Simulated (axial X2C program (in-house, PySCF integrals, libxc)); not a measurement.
**Correcting the dissociation energy of CdSi⁺ for spin–orbit coupling**

A spin-free PBE0 curve (one-electron X2C) was computed with an in-house relativistic program for diatomic molecules, basis Cd dyall-cv3z [12s12p8d5f3g], Si dyall-v3z [8s7p2d1f] (cores contracted in-house), for the state M_S = 1/2, Λ = 1 (beyond evenly filled blocks: π+α). It gives D0 = 1.831 eV to Cd + Si+, which in a spin-free picture are the weighted means of the ground terms.

Measured levels of the ground terms (NIST Handbook of Basic Atomic Spectroscopic Data), in cm⁻¹: Cd 1S: J = 0 at 0; Si+ 2P: J = 1/2 at 0, J = 3/2 at 287.2.

The two components of the molecular doublet are 249 cm⁻¹ apart in the PBE0 2c search (Ω = 1/2 lower), so the lower one lies 124 cm⁻¹ under their mean.

(1) How far does each ground level lie under the (2J+1)-weighted mean of its term?

(2) Correct D0.

Second-order spin–orbit effects in the molecule, which grow quickly with Z, are left out. One determinant describes the state; a PBE0 search over occupations chose it and may have missed a lower one. De is counted from the lowest determinant-based energies of the atoms at the same level, without counterpoise correction. Without a current term, density functionals place determinants with orbital angular momentum somewhat too high.

Results:

(1) Cd: a single level, 0; Si+: (2 × 0 + 4 × 287.2)/6 = 191 cm⁻¹.

(2) D0 = 1.831 + (124 − 191)/8065.5 = 1.823 eV at PBE0 with these spin–orbit terms.
